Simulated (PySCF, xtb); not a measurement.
OS2, SMILES [O-][S+]=S.

Harmonic wavenumbers (cm⁻¹) from GFN2-xTB run with xtb at its own minimum, in rising order: 348, 676, 1157.

**Question.** What does PBE0-D3(BJ)/def2-TZVP (PySCF) give at its own minimum? (The exact figures need the calculation; the answer reports its results.)

**Answer.** 394, 723, 1241. Paired by order, the mean absolute difference is 59 cm⁻¹ and the zero-point energies are 3.1 and 3.4 kcal/mol.
